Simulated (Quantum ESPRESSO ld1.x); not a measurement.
All-electron atom: the rubidium ion Rb2+ in [Ar] 3d10 4s2 4p5 (the NIST ground configuration). All-electron calculation, scalar-relativistic Kohn-Sham, exchange-only LDA, spin-polarised, spherical densities, point nucleus; open shells are filled with parallel spins first. Program: ld1.x of Quantum ESPRESSO 7.5.

Unscreened Slater integrals over Kohn-Sham orbitals (eV). They are taken over the spin-up orbitals.

integral    value
F0(4p,4p)  14.951
F2(4p,4p)  7.8462
F0(4p,4s)  15.950
G1(4p,4s)  10.685
F0(4p,3d)  19.454
F2(4p,3d)  4.1923
G1(4p,3d)  1.3869
G3(4p,3d)  1.3003
F0(4p,3p)  19.472
F2(4p,3p)  4.1217
G0(4p,3p)  1.0351
G2(4p,3p)  1.2099
F0(4s,4s)  17.211
F0(4s,3d)  21.958
G2(4s,3d)  1.8622
F0(4s,3p)  21.987
G1(4s,3p)  1.5900
F0(3d,3d)  47.371
F2(3d,3d)  22.866
F4(3d,3d)  14.424
F0(3d,3p)  47.045
F2(3d,3p)  22.624
G1(3d,3p)  27.087
G3(3d,3p)  16.912
F0(3p,3p)  47.245
F2(3p,3p)  23.698

Derived for the open shells (J is the average intra-shell exchange parameter used in DFT+U). 4p: J = F2/5 = 1.569 eV.
